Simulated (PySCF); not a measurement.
C₃H₅ClSi, SMILES C=C=C[SiH2]Cl.

The structure is a stationary point at PBE0-D3(BJ)/def2-SVP. The structure was generated by enumeration, and PubChem lists no compound with its InChIKey, so it may never have been made. One conformer was computed; it need not be the lowest.

Computed with TDA-M06-2X/def2-SVPD run with PySCF.

Vertical excitations. 

```tsv
state	energy (eV)	λ (nm)	f	main pairs
S1	5.28	235	0.001	HOMO→LUMO 84 %
S2	6.31	197	0.001	HOMO−1→LUMO+1 56 %, HOMO−1→LUMO+2 28 %
S3	7.01	177	0.037	HOMO−1→LUMO 48 %, HOMO→LUMO+1 35 %
S4	7.18	173	0.072	HOMO→LUMO+2 52 %, HOMO−1→LUMO 18 %, HOMO→LUMO+1 12 %
S5	7.37	168	0.005	HOMO−2→LUMO 72 %
S6	7.43	167	0.159	HOMO−3→LUMO 38 %, HOMO→LUMO+2 16 %, HOMO→LUMO+3 16 %, HOMO−1→LUMO 6 %
S7	7.55	164	0.040	HOMO−1→LUMO+2 51 %, HOMO−1→LUMO+1 22 %
S8	7.81	159	0.864	HOMO→LUMO+1 22 %, HOMO−1→LUMO 11 %, HOMO→LUMO+2 10 %, HOMO−3→LUMO 9 %
S9	7.91	157	0.001	HOMO→LUMO+3 42 %, HOMO−3→LUMO 32 %, HOMO→LUMO+4 6 %
S10	8.23	151	0.234	HOMO→LUMO+5 37 %, HOMO−1→LUMO+3 29 %, HOMO−2→LUMO+2 6 %
T1	4.75	261	0	HOMO−1→LUMO 56 %, HOMO→LUMO+1 16 %, HOMO→LUMO+2 9 %
T2	5.06	245	0	HOMO→LUMO 85 %
T3	5.15	241	0	HOMO→LUMO+1 39 %, HOMO−1→LUMO 24 %, HOMO→LUMO+2 20 %
T4	6.07	204	0	HOMO−1→LUMO+1 59 %, HOMO−1→LUMO+2 30 %
```
Triplets are in the Tamm–Dancoff approximation.
